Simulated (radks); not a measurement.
Values are calculated unless marked as measured or tabulated.
How relativity changes the ionisation of the cerium ion Ce3+ ([Xe] 4f1) to Ce4+ ([Xe]). Spin-unpolarised spherical Kohn-Sham, PBE, point nucleus unless stated (finite: rms radius 4.8771 fm), a radial shooting solver on a logarithmic mesh with Libxc functionals. A level marked "c x" has the speed of light scaled by that factor and shares open shells by 2j + 1; other Dirac levels either fill j = l - 1/2 first or share by 2j + 1.

level                               E(Ce3+) (hartree)  E(Ce4+) (hartree)  IE (eV)   HOMO  <r> HOMO (bohr)
non-rel.                                   -8567.8907         -8566.3663   41.479     4f            1.004
scalar-rel.                                -8859.1214         -8857.7336   37.764     4f            1.060
scalar-rel., finite nucleus                -8858.7027         -8857.3148   37.765     4f            1.060
Dirac, 2j+1 shares                         -8863.8487         -8862.4634   37.695  4f7/2            1.065
Dirac, low j first                         -8863.8559         -8862.4634   37.890  4f5/2            1.056
Dirac, 2j+1 shares, finite nucleus         -8863.4281         -8862.0428   37.696  4f7/2            1.065
Dirac, c x 2                               -8636.9583         -8635.4688   40.532  4f7/2            1.018
Dirac, c x 5                               -8578.7450         -8577.2262   41.328  4f7/2            1.007
Dirac, c x 100                             -8567.9177         -8566.3934   41.479  4f7/2            1.004

NIST Atomic Spectra Database: 36.91 eV (semi-empirical). The relativistic part of the total energy of Ce3+ is -295.5 hartree (Dirac, 2j+1 shares, finite nucleus), 3.4 % of the non-relativistic value. Spin polarisation and multiplet splitting of open shells are left out at every level.

Beside tabulated values, note that relativity, absent from the non-relativistic runs, is large for the heavy elements, and spin-unpolarised runs miss the spin-polarisation part of the exchange energy of open shells.
